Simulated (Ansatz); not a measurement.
AlCl (SMILES [Al][Cl]), singlet, at a GFN2-xTB geometry (such geometries of metal compounds can be far from the true shape); Ansatz (a first-principles code) with MP2/cc-pVDZ.

Here is a job for Ansatz.
Ansatz 0.2 input:
```yaml
crystal:
  periodic: [false, false, false]
  atoms:
    - {symbol: Al, position_ang: [-0.00000000, -0.00000000, -1.15413952]}
    - {symbol: Cl, position_ang: [0.00000000, 0.00000000, 0.88257728]}
basis:
  gaussian:
    orbitals: cc-pVDZ
magnetization: {spin_polarized: false}
correlation: {method: mp2}
```

The log (banner, timings and long lists left out):

```
Functional definition: HF
376 factors; integrals over basis functions are off by at most 4.6e-4 eV
mean field evaluation 1: about -19087.6653 eV, gradient 1.2e1 eV
mean field evaluation 2: about -19087.6681 eV, gradient 1.2e1 eV
mean field evaluation 4: about -19088.2201 eV, gradient 7.4e-1 eV
mean field evaluation 8: about -19088.2257 eV, gradient 1.8e-4 eV
mean field -19088.22566820 eV, -701.4793548424 hartree, gradient 2.0e-6 eV, S^2 0.000000; 0 other end points of the search recorded, 0 dependent functions left out
10 core orbitals not correlated
reference -19088.22566820 eV, -701.4793548424 hartree; 5, 5 occupied and 21, 21 virtual orbitals, 376 factors
second order -4.86079354 eV of doubles, -0.00000000 eV of singles
Total energy: -19093.08646174 eV, -701.6579857102 hartree
```
